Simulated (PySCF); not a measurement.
A PySCF script (with the pyscf-properties extension) for the NMR shieldings of `C(=C/C(/C=C\C#C)=S)/C`, C8H8S, on a GFN2-xTB geometry:

```python
import basis_set_exchange as bse
import numpy as np
from pyscf import gto, dft
from pyscf.prop import nmr

atoms = """
C    -3.114050    1.387934    0.471215
C    -2.687799    0.308059    0.149367
C    -2.356356   -0.997743   -0.238684
C    -1.143593   -1.558726   -0.420306
C     0.180148   -1.004792   -0.274659
S     1.431136   -2.052625   -0.592458
C     0.370361    0.361969    0.119614
C     1.532872    1.017162    0.289711
C     2.901928    0.482186    0.108334
H    -3.428610    2.347612    0.756179
H    -3.228575   -1.620313   -0.409721
H    -1.134090   -2.598222   -0.725402
H    -0.545137    0.909507    0.293913
H     1.467030    2.054481    0.592589
H     3.028577    0.099978   -0.905403
H     3.067898   -0.368487    0.770718
H     3.651262    1.244049    0.304008
"""
names = dict.fromkeys(["C", "S", "H"], "pcSseg-1")
basis = {el: gto.basis.parse(bse.get_basis(n, elements=[el], fmt="nwchem")) for el, n in names.items()}
mol = gto.M(atom=atoms, basis=basis, charge=0, verbose=0)
mf = dft.RKS(mol, xc="PBE0")
mf.grids.level = 2
mf.grids.alignment = dft.numint.BLKSIZE   # the property module wants whole blocks of grid points
mf.conv_tol = 1e-9
mf.kernel()

calc = nmr.RKS(mf)   # GIAO
C = mf.mo_coeff
Co = C[:, mf.mo_occ > 0]
resp = mf.gen_response(singlet=True, hermi=2)
def vind(x):   # induced exchange potential for any number of trial vectors
    d = np.einsum("pi,xij,qj->xpq", C, 2 * x.reshape(-1, C.shape[1], Co.shape[1]), Co, optimize=True)
    return np.einsum("xpq,pi,qj->xij", resp(d - d.transpose(0, 2, 1)), C, Co, optimize=True).ravel()
mo1, _ = nmr.rhf.solve_mo1(calc, with_cphf=vind)
sigma = calc.kernel(mo1)
for i, s in enumerate(sigma):   # ppm
    print("%2d %-2s %9.2f" % (i, mol.atom_pure_symbol(i), np.trace(s) / 3))
```

**Question.** What does it print?

**Answer.** 
```
 0 C      82.28
 1 C      99.68
 2 C      76.33
 3 C      30.46
 4 C     -53.49
 5 S    -800.48
 6 C      51.91
 7 C      25.62
 8 C     161.56
 9 H      27.99
10 H      25.70
11 H      24.49
12 H      22.02
13 H      24.23
14 H      28.87
15 H      28.90
16 H      29.56
```

These numbers come from an equivalent density-fitted implementation of the same equations, which agrees with the script to about 0.01 ppm for H and up to a few tenths of a ppm for heavy atoms, so last digits may differ.

**Question.** Turn these shieldings into chemical shifts. Referencing at the same level of theory: 13C (186.93 ppm) and 1H (31.72 ppm) vs TMS; 33S (503.73 ppm) against CS2.

**Answer.** Averaging equivalent atoms: C 4: 240.4; C 7: 161.3; C 3: 156.5; C 6: 135.0; C 2: 110.6; C 0: 104.6; C 1: 87.2; C 8: 25.4; S 5: 1304; H 12: 9.69; H 13: 7.49; H 11: 7.22; H 10: 6.01; H 9: 3.73; H 14/15/16: 2.61 ppm. 

Size and cost of the density-fitted run: 200 basis functions, 120 s wall time on 1 thread of an Intel Xeon, shared host; peak memory 0.88 GiB.
